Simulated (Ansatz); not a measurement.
One change: `Cl[CH]1[CH2][GeH2]1` becomes `S[CH]1[CH2][GeH2]1`.

Ansatz, PBE0-D4/def2-TZVP geometries, multiplicity 1. Each molecule was computed in one conformer, which needn't be the lowest.

Scalar relativity is left out up to krypton.

```tsv
property	`Cl[CH]1[CH2][GeH2]1`
LUMO energy (ωB97M-V/def2-TZVPP) / eV	1.77
HOMO energy (B3LYP/def2-TZVPP) / eV	-6.44
size of the dipole moment (PBE/def2-TZVPP) / D	1.83
LUMO energy (B3LYP/def2-TZVPP) / eV	-0.30
HOMO energy (PBE/def2-TZVPP) / eV	-5.56
LUMO energy (PBE0/def2-TZVPP) / eV	-0.06
```

Q: Give the same properties after the change, and the shifts. (Best estimate.)

A: Ansatz gave: 
```csv
property,`S[CH]1[CH2][GeH2]1`,shift
LUMO energy (ωB97M-V/def2-TZVPP) / eV,1.78,0.01
HOMO energy (B3LYP/def2-TZVPP) / eV,-5.94,0.50
size of the dipole moment (PBE/def2-TZVPP) / D,1.41,-0.42
LUMO energy (B3LYP/def2-TZVPP) / eV,-0.26,0.04
HOMO energy (PBE/def2-TZVPP) / eV,-5.08,0.48
LUMO energy (PBE0/def2-TZVPP) / eV,-0.03,0.03
```

Dipoles are sizes alone; their direction can turn.

B3LYP here is the variant with VWN-RPA as its local correlation; programs differ in this.
